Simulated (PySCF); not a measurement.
SMILES [SeH]CC#N, CAM-B3LYP/def2-SVP optimised geometry.

```
7

N      1.70     0.85     0.00
C      0.55     0.85     0.00
C     -0.91     0.83    -0.02
Se    -1.70    -0.73     0.88
H     -1.30     1.70     0.53
H     -1.27     0.89    -1.05
H     -1.15    -1.70    -0.08
```

Density from PySCF 2.14.0 with CAM-B3LYP/def2-TZVP at that geometry.

Minimum of the electron density along straight lines between bonded atoms, close to the bond critical point (lines longer than 1.1 times the sum of covalent radii, or with two minima, are not listed):

| bond | length / Å | ρ at the minimum / e bohr⁻³ | ∇²ρ there / e bohr⁻⁵ | position (fraction from the first atom) |
|---|---|---|---|---|
| N1–C2 | 1.153 | 0.496 | -0.25 | 0.65 |
| C2–C3 | 1.455 | 0.274 | -0.77 | 0.54 |
| C3–Se4 | 1.965 | 0.145 | -0.14 | 0.49 |
| C3–H5 | 1.099 | 0.277 | -0.96 | 0.65 |
| C3–H6 | 1.097 | 0.279 | -0.97 | 0.66 |
| Se4–H7 | 1.469 | 0.179 | -0.34 | 0.63 |
